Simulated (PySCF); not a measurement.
disiloxane cation (H₆OSi₂), SMILES [SiH3]O[SiH3] (connectivity only; charge and spin as stated), charge +1, multiplicity 2.

Geometry optimised at PBE0-D3(BJ)/def2-SVP. The geometry has at least one imaginary mode, so it is a saddle point at that level. The spin state was assumed, not searched.

The numbers are results of PBE/def2-TZVPD run with PySCF, not measurements.

Gas-phase values at a fixed geometry.

Computed frontier levels, dipole moment and polarisability:
The α spin, highest occupied and lowest empty level comes out as -13.31 and -6.61 eV, the β spin, highest occupied and lowest empty level comes out as -13.12 and -12.67 eV and the dipole moment about the centre of nuclear charge is 0.10 D. The mean static polarisability is 82.3 bohr³ (12.19 Å³) and the polarisability, principal values comes out as 49.8, 60.4, 136.6 bohr³. The ⟨S²⟩ comes out as 0.754 (pure state 0.75).
